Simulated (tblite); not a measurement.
C₄H₈AlClN₂.
SMILES with atom numbers: `[CH2:1]=[N:2][Al@@-:3]([CH3:4])([Cl:5])[N+:6]#[C:7][CH3:8]` (hydrogens: H9, H10 on C1; H11, H12, H13 on C4; H14, H15, H16 on C8)
Bond orders are those of one Lewis drawing.

Computed with GFN2-xTB (tblite), gas phase: L-BFGS steps from a force-field or distance-geometry start until the largest atomic force falls under 0.01 eV/Å.

Geometry at step 29:
```
atom  x, y, z in Å
C1     -1.9978   -1.9834   -0.3864
N2     -1.4826   -1.0851    0.2969
Al3    -0.9999    0.5086    0.9843
C4     -1.6891    1.8797   -0.2848
Cl5    -0.5893    0.6788    2.9926
N6      0.8860    0.4288    0.3404
C7      1.9285    0.0389    0.0636
C8      3.2125   -0.4095   -0.3504
H9     -1.6044   -2.3081   -1.3587
H10    -2.8581   -2.5682   -0.0480
H11    -1.5200    1.4394   -1.2726
H12    -2.7542    2.1174   -0.2487
H13    -1.1573    2.8338   -0.2819
H14     3.6892    0.3843   -0.9216
H15     3.1035   -1.2948   -0.9727
H16     3.8255   -0.6517    0.5137
```

Problem. What forces act on the atoms?

Solution. 
```
atom  Fx (eV/Å)  Fy (eV/Å)  Fz (eV/Å)
  C1      0.065     -0.141      0.082
  N2      0.070      0.024      0.097
 Al3     -0.095     -0.023     -0.101
  C4      0.014      0.081     -0.009
 Cl5     -0.076     -0.043     -0.164
  N6     -0.004      0.004      0.056
  C7     -0.075      0.038     -0.038
  C8      0.053     -0.006     -0.024
  H9      0.111      0.018     -0.012
 H10     -0.180      0.037      0.009
 H11     -0.006      0.012      0.014
 H12      0.023     -0.012      0.091
 H13     -0.026      0.062      0.028
 H14      0.092      0.026     -0.058
 H15      0.008     -0.073     -0.062
 H16      0.026     -0.005      0.091
```

The largest, 0.19 eV/Å, acts on Cl5 (H10 within 3 % of it); the rms over all components is 0.067 eV/Å. The forces sum to zero within rounding, as they must for an isolated molecule in no field.

Problem. Give the force on Cl5 in Eh/bohr and in nN.

Solution. 0.186 eV/Å ÷ 51.422 = 0.00361 Eh/bohr, and 0.186 eV/Å × 1.602 = 0.30 nN.

Problem. How far is this geometry from the end of the optimisation?

Solution. 0.126 eV above it, and 0.367 Å rms away after alignment. The bonds farthest from their final lengths, with half the difference of the two atoms' forces along the bond (positive lengthens):

| bond | now (Å) | final (Å) | force along bond (eV/Å) |
| --- | --- | --- | --- |
| Al3–N6 | 1.994 | 2.011 | +0.02 |
| N2–Al3 | 1.801 | 1.797 | -0.08 |
| Al3–C4 | 1.991 | 1.987 | -0.01 |
| C7–C8 | 1.422 | 1.426 | +0.06 |
| Al3–Cl5 | 2.057 | 2.053 | -0.03 |
| C8–H16 | 1.087 | 1.090 | +0.04 |

The angle farthest from its final value is N2–Al3–C4, 105.9° against 119.1°.

The cost below is that of the whole relaxation. The run took 1.4 s of wall time on an Arm Neoverse N1 with one thread, shared host with 64 logical CPUs at a one-minute load of 61.
